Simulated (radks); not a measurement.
Neutral titanium inside a hard spherical wall (all orbitals vanish at R), configuration held at [Ar] 3d2 4s2 and not refilled when levels cross. All-electron calculation, scalar-relativistic Kohn-Sham, PBE, spin-polarised, spherical densities, finite nucleus; open shells are filled with parallel spins first; Fermi nuclear charge, rms radius 3.5921 fm. Program: a radial shooting solver on a logarithmic mesh with Libxc functionals. Eigenvalues in eV for spin up, with the zero of energy where the potential of the charges vanishes at infinity; a dash marks a level that is unbound or too diffuse for the functional's potential to be trusted. A positive occupied level is held by the wall or, in an anion where self-interaction has pushed it up, behind a barrier. The pressure on the wall is -dE/dV.

R (bohr)  E (hartree)  kinetic (hartree)    e(3s)    e(3p)   e(3d)   e(4s)  e(4p, empty)  e(5s, empty)  pressure (GPa)
free       -853.59003            860.776  -63.249  -39.480  -4.819  -4.669        -1.563             -               0
15         -853.59003            860.776  -63.248  -39.479  -4.819  -4.668        -1.559         0.273        < 0.0001
12         -853.58992            860.777  -63.236  -39.467  -4.807  -4.659        -1.525         0.852         0.00203
8          -853.58194            860.833  -62.845  -39.078  -4.443  -4.341        -0.904         4.734           0.307
7          -853.56729            860.914  -62.383  -38.619  -4.018  -3.924        -0.221         7.776            1.12
5          -853.40625            861.573  -59.619  -35.902  -1.473  -0.694         4.404        24.347            18.6
3.5        -852.55104            864.357  -52.770  -29.253   5.444  12.343        20.825        72.450             254
3          -851.54925            867.498  -47.724  -24.273  11.151  25.741        36.425        113.23             762
2          -842.47699            894.504  -18.985    6.056  46.193  123.10        138.91        350.00           13100
